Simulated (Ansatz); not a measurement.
Cu₂S. The state is a singlet with charge 0. Geometry B3LYP-D4/def2-TZVP; atoms count from 1.

```xyz
3

Cu    0.907    0.787    0.786
Cu   -1.178    0.283   -0.769
S     0.272   -1.070   -0.017
```

The structure comes from a short search, and lower isomers may exist.

(1) Estimate the Mulliken populations from the PBE0/def2-TZVP orbitals of Ansatz.

(2) And the Mayer bond orders between bonded heavy atoms (over 0.3)?

Answers

(1) 
```json
{"atom": "Cu1", "charge (e)": "0.30", "d electrons": "9.85"}
{"atom": "Cu2", "charge (e)": "0.30", "d electrons": "9.85"}
{"atom": "S3", "charge (e)": "-0.60", "d electrons": "–"}
```
Mulliken values and Mayer orders depend strongly on the basis.

(2) Cu1–S3 1.09 (2.12 Å); Cu2–S3 1.09 (2.12 Å).
